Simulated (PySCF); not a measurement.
[CeF2]2+ at several levels of theory

Computed with PySCF 2.14.0 (density fitting, no spin-orbit coupling) at the geometry relaxed with PBE0:

```xyz
3
[CeF2]2+ (singlet)
Ce    0.0000    0.0000   -0.4210
F     1.4769    0.0000    0.7805
F    -1.4769    0.0000    0.7805
```

```json
{"level": "PBE0", "basis": "Ce lcecp-2-SVP with ECP46, F def2-SVP", "state": "singlet", "HOMO (eV)": "–", "gap (eV)": "–", "charge on Ce1 (e)": "2.33", "population of f-type functions on Ce1 (polarisation alone where 4f lies in the core)": "0.17", "dipole about the centre of mass (D)": "5.72", "largest force component (eV/Å)": "0.01"}
{"level": "B3LYP", "basis": "the same", "state": "singlet", "HOMO (eV)": "–", "gap (eV)": "–", "charge on Ce1 (e)": "2.30", "population of f-type functions on Ce1 (polarisation alone where 4f lies in the core)": "0.17", "dipole about the centre of mass (D)": "5.65", "largest force component (eV/Å)": "0.61"}
{"level": "PBE0", "basis": "Ce lcecp-2-TZVP with ECP46, F def2-TZVP", "state": "singlet", "HOMO (eV)": "–", "gap (eV)": "–", "charge on Ce1 (e)": "2.42", "population of f-type functions on Ce1 (polarisation alone where 4f lies in the core)": "0.19", "dipole about the centre of mass (D)": "5.69", "largest force component (eV/Å)": "0.27"}
```

In the lcecp rows the 4f levels are missing from HOMO and gap, and the state counts the valence alone.

Charges are Mulliken's, which hang on the basis. The relaxation used the grid (50, 194), these runs (75, 302) or, all-electron (x2c bases, spin-free X2C Hamiltonian), (99, 590).

Question: What does revPBE with Ce lcecp-2-SVP with ECP46, F def2-SVP give here?

Answer: state singlet, charge on Ce1 (e) 2.19, population of f-type functions on Ce1 (polarisation alone where 4f lies in the core) 0.17, dipole about the centre of mass (D) 5.13, largest force component (eV/Å) 1.16. Time: 1.9 s on 2 threads of Intel(R) Xeon(R) Platinum 8488C (Sapphire Rapids), with other jobs on the host, from an already converged density.
